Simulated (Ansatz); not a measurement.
Basis-set extrapolation for C₃H₇NSi (`C[SiH](C)C#N`) (PBE0-D4/def2-TZVP geometry, frozen core, Ansatz 0.2.0). Multiplicity 1, RHF reference.

```
                      def2-TZVPP   def2-QZVPP
                 HF  -461.171142  -461.187610
    MP2 correlation    -0.812585    -0.866001
CCSD(T) correlation    -0.891764      not run
```

Energies in hartree. Use E(X) = E(∞) + A·exp(−7.88·√X) for Hartree–Fock and E(X) = E(∞) + B·X^(−2.97) for correlation, with X = 3 and 4, and add CCSD(T) minus MP2 of the smaller set to the MP2 limit.

Task: What is the CCSD(T) energy at the basis-set limit?

Result: HF limit: -461.187610 + (-0.016468) × 0.13774 = -461.18988. MP2 limit: -0.866001 + (-0.053416) × 0.74074 = -0.90557. Higher-order term: -0.891764 − (-0.812585) = -0.07918. Total: -462.17463 hartree, 293.3 kJ/mol below CCSD(T)/def2-TZVPP.
